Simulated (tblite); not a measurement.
C7H15FSi.
Atom-mapped SMILES: `[CH3:1][CH2:2][C@@:3]([CH3:4])([SiH3:5])[C@@H:6]1[CH2:7][C@H:8]1[F:9]` (hydrogens: H10, H11, H12 on C1; H13, H14 on C2; H15, H16, H17 on C4; H18, H19, H20 on Si5; H21 on C6; H22, H23 on C7; H24 on C8)

Structure used (GFN2-xTB), in Å, numbered top down from 1:
```xyz
24
C7H15FSi angstrom
C      2.2376    0.8321    0.1652
C      1.4703   -0.3909    0.6608
C      0.0550   -0.5536    0.0756
C      0.1357   -0.8007   -1.4313
Si    -0.7872   -2.0676    0.9160
C     -0.7637    0.6789    0.4207
C     -2.1218    0.9689   -0.1638
C     -0.9605    1.8529   -0.4837
F     -0.9287    3.1012    0.0784
H      3.1970    0.8930    0.6748
H      2.4301    0.7721   -0.9027
H      1.6875    1.7467    0.3682
H      1.3928   -0.3283    1.7496
H      2.0497   -1.2882    0.4294
H     -0.8529   -0.9509   -1.8592
H      0.6095    0.0271   -1.9543
H      0.7222   -1.6967   -1.6255
H     -0.8433   -1.8410    2.3599
H      0.0062   -3.2634    0.6291
H     -2.1389   -2.2246    0.3805
H     -0.6683    0.9523    1.4670
H     -2.8847    1.3576    0.4929
H     -2.5028    0.3437   -0.9558
H     -0.5526    1.8990   -1.4840
```

Computed values, GFN2-xTB/tblite, gas phase, harmonic and unscaled. The method is semi-empirical: single wavenumbers can be off by several per cent or more. Modes of hydrogen on silicon can be 10 to 20 % off. One conformer, not necessarily the lowest.

Harmonic wavenumbers (cm⁻¹): 56.8, 80.6, 117.8, 130.7, 172.4, 205.7, 232.4, 259.3, 267.5, 305.1, 348.4, 369.0, 389.2, 427.9, 472.0, 549.2, 558.0, 680.7, 775.5, 776.7, 789.8, 805.0, 831.2, 839.4, 914.8, 937.6, 990.8, 1005.0, 1025.8, 1042.0, 1062.4, 1072.9, 1074.3, 1099.5, 1140.5, 1150.7, 1174.0, 1211.7, 1241.6, 1286.1, 1301.7, 1350.1, 1392.3, 1414.1, 1419.1, 1464.0, 1493.6, 1503.8, 1504.7, 1513.9, 1522.3, 2265.9, 2273.4, 2276.4, 2952.0, 2969.7, 3018.5, 3023.0, 3026.1, 3028.8, 3036.3, 3044.4, 3054.0, 3062.7, 3096.5, 3110.3.

A = 1695, B = 1007, C = 776.5 MHz; mass 146.093 u (most abundant isotopes); point group C1, symmetry number 1.

**Question.** Zero-point energy?

**Answer.** ½Σν̃ = 43494 cm⁻¹ = 124.36 kcal/mol.

**Question.** What is S at 350 K and 1 bar for an ideal gas of classical rigid rotors and harmonic oscillators?

**Answer.** Translation 41.67, rotation 30.35, vibration 41.05: S = 113.1 cal/(mol K).

**Question.** And Cp and H(350 K) − H(0)?

**Answer.** Cp = 53.29 cal/(mol K), of which vibrations give 45.34 (their classical limit is 66 R = 131.2); H(350 K) − H(0) = 10.62 kcal/mol without the zero-point energy, 7.84 from vibrations.

**Question.** What must be added to the electronic energy to get the Gibbs energy at 350 K and 1 bar?

**Answer.** ZPE + [H(350 K) − H(0)] − T·S = 124.36 + 10.62 − 39.58 = 95.40 kcal/mol.

**Question.** Which modes carry the vibrational entropy at 350 K?

**Answer.** 56.8 cm⁻¹: 4.88; 80.6 cm⁻¹: 4.19; 117.8 cm⁻¹: 3.45; 130.7 cm⁻¹: 3.25; 172.4 cm⁻¹: 2.71; 205.7 cm⁻¹: 2.38 cal/(mol K); the other 60 give 20.20 together.

Hindered rotation and anharmonicity are outside this model. Other conformers, if any are populated, would add a mixing term that is left out. The structure is chiral; the term R ln 2 for an equal mix with its mirror image is left out.
